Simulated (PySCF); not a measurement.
C₆ coefficients of unlike pairs at wB97X-V

Calculated with PySCF 2.14 from the dipole response of each species, C₆(A,B) = (3/π) ∫ α_A(iu) α_B(iu) du, in atomic units, from isotropic polarisabilities. For ions this is the dispersion term alone; charge-induced terms of lower order in 1/R come first.

```csv
species,configuration,basis,relativity,α (bohr³),C₆ (like pair)
Hf⁺,[Xe] 4f14 5d1 6s2 (2D),def2-TZVPPD with the def2 core potential (60 electrons) (6s5p3d2f1g),core potential,56.61,565.8
Br²⁺,[Ar] 3d10 4s2 4p3 (4S),"x2c-TZVPPall with one added diffuse shell each of s, p, d type (7s6p5d1f)",spin-free X2C,8.268,39.19
As,[Ar] 3d10 4s2 4p3 (4S),def2-QZVPPD (12s7p5d4f1g),none,30.93,262.4
Xe⁺,[Kr] 4d10 5s2 5p5 (2P),aug-cc-pVTZ-DK3 (8s7p5d2f),spin-free X2C,18.06,153.6
```

Estimate C₆ for As with Hf⁺.

The integral gives 378.6. The combination rule 2 C_A C_B / (C_A α_B/α_A + C_B α_A/α_B) gives 376.2 and the geometric mean 385.3.

No spin-orbit coupling is included.

The other pairs:

```
     pair     C₆
 Xe⁺, Hf⁺  270.9
Xe⁺, Br²⁺  77.29
 As, Br²⁺  96.29
  Xe⁺, As  195.1
Br²⁺, Hf⁺  132.1
```
